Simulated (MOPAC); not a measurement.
Input for MOPAC: AM1 on CH3ISn (SMILES [CH3][Sn][I]), a point of a torsion scan.

```
AM1 1SCF PRECISE CHARGE=0 THREADS=1
CH3ISn

C     -0.75307966 1    -0.01765678 1    -0.01314848 1
Sn     1.02655205 1     1.38154040 1    -0.01571163 1
I      2.93678847 1    -0.54054886 1    -0.18721818 1
H     -0.90298921 1    -0.44375056 1     0.98320441 1
H     -1.68631794 1     0.48280773 1    -0.28206846 1
H     -0.62674309 1    -0.85729821 1    -0.69952066 1
```

Program output:

```
*******************************************************************************
 **                                                                           **
 **                              MOPAC v23.2.5                                **
 **                                                                           **
 *******************************************************************************
 ** MOPAC's Digital Object Identifier: https://doi.org/10.5281/zenodo.6511958 **
 **                                                                           **
 ** Please cite the open-source release paper for use of this MOPAC version:  **
 ** J. E. Moussa and J. J. P. Stewart (2026)                                  **
 ** MOPAC: An open-source semiempirical molecular orbital program             **
 ** J. Open Source Softw., 11(119), 8025, https://doi.org/10.21105/joss.08025 **
 *******************************************************************************

                              AM1 CALCULATION RESULTS

 *******************************************************************************
 *  AM1        - The AM1 Hamiltonian to be used
 *
 *
 *
 *                 CHARGE ON SYSTEM = 0
 *
 *
 *
 *  PRECISE    - TIGHTER CRITERIA TO BE USED
 *  1SCF       - DO 1 SCF AND THEN STOP
 *  THREADS=1  - MULTI-THREADING NOT USED
 *  T=         - A TIME OF 172800.0 SECONDS REQUESTED
 *  DUMP=N     - RESTART FILE WRITTEN EVERY 7200.0 SECONDS REQUESTED
 *******************************************************************************
AM1 1SCF PRECISE CHARGE=0 THREADS=1
 CH3ISn

   ATOM   CHEMICAL          X               Y               Z
  NUMBER   SYMBOL      (ANGSTROMS)     (ANGSTROMS)     (ANGSTROMS)

     1       C         -0.75307966  *  -0.01765678  *  -0.01314848  *
     2      Sn          1.02655205  *   1.38154040  *  -0.01571163  *
     3       I          2.93678847  *  -0.54054886  *  -0.18721818  *
     4       H         -0.90298921  *  -0.44375056  *   0.98320441  *
     5       H         -1.68631794  *   0.48280773  *  -0.28206846  *
     6       H         -0.62674309  *  -0.85729821  *  -0.69952066  *



          CARTESIAN COORDINATES

    NO.       ATOM           X           Y           Z

     1         C         -0.7531     -0.0177     -0.0131
     2        Sn          1.0266      1.3815     -0.0157
     3         I          2.9368     -0.5405     -0.1872
     4         H         -0.9030     -0.4438      0.9832
     5         H         -1.6863      0.4828     -0.2821
     6         H         -0.6267     -0.8573     -0.6995

  H: (AM1): M.J.S. DEWAR ET AL, J. AM. CHEM. SOC. 107 3902-3909 (1985)
  C: (AM1): M.J.S. DEWAR ET AL, J. AM. CHEM. SOC. 107 3902-3909 (1985)
 Sn: (AM1): J. J. P. STEWART, J. MOL. MOD., 10, 155-164 (2004)
  I: (AM1): M.J.S. DEWAR AND E. G. ZOEBISCH, THEOCHEM, 180, 1 (1988).

           Empirical Formula: C H3 Sn I  =     6 atoms



      MOLECULAR POINT GROUP   :   C1


      RHF CALCULATION, NO. OF DOUBLY OCCUPIED LEVELS = 9


 -------------------------------------------------------------------------------
 AM1 1SCF PRECISE CHARGE=0 THREADS=1
 CH3ISn



     1SCF WAS SPECIFIED, SO BFGS WAS NOT USED
     SCF FIELD WAS ACHIEVED


                              AM1 CALCULATION
                                                       MOPAC v23.2.5 Linux




          FINAL HEAT OF FORMATION =         17.42178 KCAL/MOL =      72.89273 KJ/MOL


          COSMO AREA              =        133.43 SQUARE ANGSTROMS
          COSMO VOLUME            =        129.62 CUBIC ANGSTROMS

          IONIZATION POTENTIAL    =          8.531773 EV
          HOMO LUMO ENERGIES (EV) =         -8.532 -2.151
          NO. OF FILLED LEVELS    =          9
          MOLECULAR WEIGHT        =        260.6292         POINT GROUP:  C1

          MOLECULAR DIMENSIONS (Angstroms)

            Atom       Atom       Distance
            H     5    I     3     4.73597
           Sn     2    H     6     2.62775
            H     4   Sn     2     1.54869


          SCF CALCULATIONS        =          1





   ATOM   CHEMICAL          X               Y               Z
  NUMBER   SYMBOL      (ANGSTROMS)     (ANGSTROMS)     (ANGSTROMS)

     1       C         -0.75307966  *  -0.01765678  *  -0.01314848  *
     2      Sn          1.02655205  *   1.38154040  *  -0.01571163  *
     3       I          2.93678847  *  -0.54054886  *  -0.18721818  *
     4       H         -0.90298921  *  -0.44375056  *   0.98320441  *
     5       H         -1.68631794  *   0.48280773  *  -0.28206846  *
     6       H         -0.62674309  *  -0.85729821  *  -0.69952066  *

                             CARTESIAN COORDINATES

   1    C       -0.753079660    -0.017656780    -0.013148480
   2   Sn        1.026552050     1.381540400    -0.015711630
   3    I        2.936788470    -0.540548860    -0.187218180
   4    H       -0.902989210    -0.443750560     0.983204410
   5    H       -1.686317940     0.482807730    -0.282068460
   6    H       -0.626743090    -0.857298210    -0.699520660


           Empirical Formula: C H3 Sn I  =     6 atoms



      MOLECULAR POINT GROUP   :   C1


                  EIGENVALUES
 -29.33455 -27.90256 -15.35763 -13.21477 -13.18857 -10.47575  -9.72356  -9.68623
  -8.53177  -2.15113  -0.86931   0.99706   4.80856   4.89788   5.68972


              NET ATOMIC CHARGES AND DIPOLE CONTRIBUTIONS

  ATOM NO.   TYPE          CHARGE      No. of ELECS.   s-Pop       p-Pop
    1          C          -0.594058        4.5941     1.26894     3.32512
    2         Sn           0.641501        3.3585     1.94812     1.41038
    3          I          -0.285203        7.2852     1.97398     5.31123
    4          H           0.079502        0.9205     0.92050
    5          H           0.076806        0.9232     0.92319
    6          H           0.081452        0.9185     0.91855
 DIPOLE           X         Y         Z       TOTAL
 POINT-CHG.     0.077     4.721     0.243     4.728
 HYBRID        -2.241    -2.243    -0.003     3.171
 SUM           -2.164     2.478     0.241     3.299


          ATOMIC ORBITAL ELECTRON POPULATIONS

     Atom    s        px        py        pz
    1  C   1.26894   1.18025   1.12557   1.01930
    2 Sn   1.94812   0.58800   0.63966   0.18273
    3  I   1.97398   1.70439   1.74979   1.85705
    4  H   0.92050
    5  H   0.92319
    6  H   0.91855

 **********************
 *                    *
 * JOB ENDED NORMALLY *
 *                    *
 **********************




 == MOPAC DONE ==
```

The run finished.

Cost: roughly 0.020 core-seconds.
